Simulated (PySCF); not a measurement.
This PySCF input asks for the NMR shieldings of `[BH3-][O+](CF)C/C=C\B(O)O`, C4H11B2FO3; the geometry comes from GFN2-xTB.

```python
import basis_set_exchange as bse
import numpy as np
from pyscf import gto, dft
from pyscf.prop import nmr

atoms = """
B    -2.815779   -0.352357    0.770515
O    -1.542865   -0.558927   -0.300360
C    -1.418250    0.562968   -1.097249
F    -0.676862    0.254572   -2.206065
C    -0.292417   -0.991616    0.275877
C     0.306662    0.007695    1.215012
C     1.519263    0.539770    1.086303
B     2.583706    0.283047   -0.046244
O     2.528793   -0.839592   -0.807025
O     3.536056    1.234910   -0.189564
H    -3.762738   -0.423204    0.061335
H    -2.711582   -1.255939    1.525067
H    -2.676211    0.721047    1.265796
H    -2.416931    0.852363   -1.437062
H    -0.901053    1.393851   -0.593623
H    -0.543031   -1.908981    0.813427
H     0.399134   -1.218043   -0.539319
H    -0.346385    0.291682    2.030247
H     1.824140    1.259752    1.835677
H     3.201745   -0.943259   -1.481445
H     4.195685    1.107204   -0.872366
"""
names = dict.fromkeys(["B", "O", "C", "F", "H"], "pcSseg-1")
basis = {el: gto.basis.parse(bse.get_basis(n, elements=[el], fmt="nwchem")) for el, n in names.items()}
mol = gto.M(atom=atoms, basis=basis, charge=0, verbose=0)
mf = dft.RKS(mol, xc="PBE0")
mf.grids.level = 2
mf.grids.alignment = dft.numint.BLKSIZE   # the property module wants whole blocks of grid points
mf.conv_tol = 1e-9
mf.kernel()

calc = nmr.RKS(mf)   # GIAO
C = mf.mo_coeff
Co = C[:, mf.mo_occ > 0]
resp = mf.gen_response(singlet=True, hermi=2)
def vind(x):   # induced exchange potential for any number of trial vectors
    d = np.einsum("pi,xij,qj->xpq", C, 2 * x.reshape(-1, C.shape[1], Co.shape[1]), Co, optimize=True)
    return np.einsum("xpq,pi,qj->xij", resp(d - d.transpose(0, 2, 1)), C, Co, optimize=True).ravel()
mo1, _ = nmr.rhf.solve_mo1(calc, with_cphf=vind)
sigma = calc.kernel(mo1)
for i, s in enumerate(sigma):   # ppm
    w = np.linalg.eigvalsh((s + s.T) / 2)
    print("%2d %-2s iso %8.1f  s11 %8.1f  s22 %8.1f  s33 %8.1f" % (i, mol.atom_pure_symbol(i), w.mean(), *w))
```

Problem. What does it print?

Solution. 
```
 0 B  iso    102.5  s11     70.2  s22     83.5  s33    153.7
 1 O  iso    271.3  s11    224.9  s22    276.3  s33    312.8
 2 C  iso     83.8  s11     58.2  s22     76.2  s33    116.9
 3 F  iso    354.4  s11    253.0  s22    358.9  s33    451.4
 4 C  iso    113.2  s11     82.1  s22     98.8  s33    158.8
 5 C  iso     37.1  s11    -81.8  s22     30.0  s33    163.2
 6 C  iso     44.6  s11    -70.3  s22     36.8  s33    167.5
 7 B  iso     76.5  s11     61.4  s22     74.5  s33     93.5
 8 O  iso    212.8  s11    134.4  s22    241.2  s33    262.9
 9 O  iso    208.7  s11    118.5  s22    251.6  s33    256.1
10 H  iso     28.6  s11     25.7  s22     25.8  s33     34.1
11 H  iso     28.6  s11     25.3  s22     26.4  s33     34.1
12 H  iso     28.7  s11     24.6  s22     26.9  s33     34.7
13 H  iso     26.1  s11     20.8  s22     27.5  s33     30.0
14 H  iso     26.3  s11     24.5  s22     26.5  s33     27.9
15 H  iso     27.1  s11     23.2  s22     27.1  s33     31.1
16 H  iso     25.5  s11     20.8  s22     22.7  s33     33.0
17 H  iso     24.5  s11     21.7  s22     23.2  s33     28.6
18 H  iso     25.2  s11     22.7  s22     24.4  s33     28.5
19 H  iso     28.1  s11     22.6  s22     23.8  s33     37.9
20 H  iso     28.1  s11     22.7  s22     23.9  s33     37.7
```

These numbers come from an equivalent density-fitted implementation of the same equations, which agrees with the script to about 0.01 ppm for H and up to a few tenths of a ppm for heavy atoms, so last digits may differ.

Size and cost of the density-fitted run: 225 basis functions, 81 s wall time on 1 thread of an Intel Xeon, shared host; peak memory 1 GiB.
